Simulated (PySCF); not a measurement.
C₅H₇F, SMILES [C@H]1(C)CC=C1F. The structure is a stationary point at PBE-D3(BJ)/def2-SVP. The structure was generated by enumeration; whether it is a known compound was not checked.

Computed with PBE-D3(BJ)/def2-SVP run with PySCF.

Harmonic wavenumbers (cm⁻¹): 185, 202, 241, 344, 437, 597, 642, 778, 799, 851, 895, 930, 1025, 1029, 1070, 1125, 1145, 1158, 1200, 1260, 1338, 1343, 1409, 1416, 1422, 1692, 2968, 2972, 2974, 3030, 3059, 3061, 3166. Rotational constants (GHz): 4.879, 3.640, 2.297; symmetry number 1.

Q: Work out the zero-point energy and the ideal-gas rigid-rotor harmonic-oscillator thermochemistry at 298.15 K and 1 atm.

A: ZPE = ½ Σ hcν = ½ × 45761 cm⁻¹ = 65.42 kcal/mol. H − E(el) = 69.76 kcal/mol. Entropy in cal/(mol K): translation 39.27, rotation 26.47, vibration 10.50, total 76.24. G − E(el) = 47.03 kcal/mol. Cp = 23.98 cal/(mol K).
